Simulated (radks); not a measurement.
Q: Ionisation of the silver ion Ag3+, [Kr] 4d8, to [Kr] 4d7 as the strength of local exchange is varied. All-electron calculation, non-relativistic Kohn-Sham, Slater X-alpha exchange (alpha = 2/3 is LDA exchange), no correlation, spin-polarised, spherical densities, point nucleus; open shells are filled with parallel spins first (spin-orbit coupling, left out, can overturn this in heavy ions); relativity is left out, which matters for an element this heavy. Program: a radial shooting solver on a logarithmic mesh with Libxc functionals.

alpha  E(Ag3+) (hartree)  exchange (hartree)  IE (eV)  -e of the level emptied (eV)  <r> of it (bohr)
0.622        -5179.20928          -126.26588   48.556                   40.914 (4d)             1.259
0.647        -5184.28665          -131.46422   49.121                   41.455 (4d)             1.254
0.669        -5188.75869          -136.04661   49.622                   41.934 (4d)             1.249
0.846        -5224.87239          -173.18104   53.771                   45.921 (4d)             1.213
0.986        -5253.60567          -202.88858   57.203                   49.234 (4d)             1.187
?            -5188.35199          -135.62973   49.576                   41.890 (4d)             1.250

Which alpha was used in the last row?

A: alpha = 0.667. NIST Atomic Spectra Database: 49 +/- 1.7 eV (theoretical). The Delta-SCF value meets it near alpha = 0.64. Relativity is left out here, which matters for elements this heavy. Open shells are spherical and high-spin; term and fine-structure splittings are not resolved.
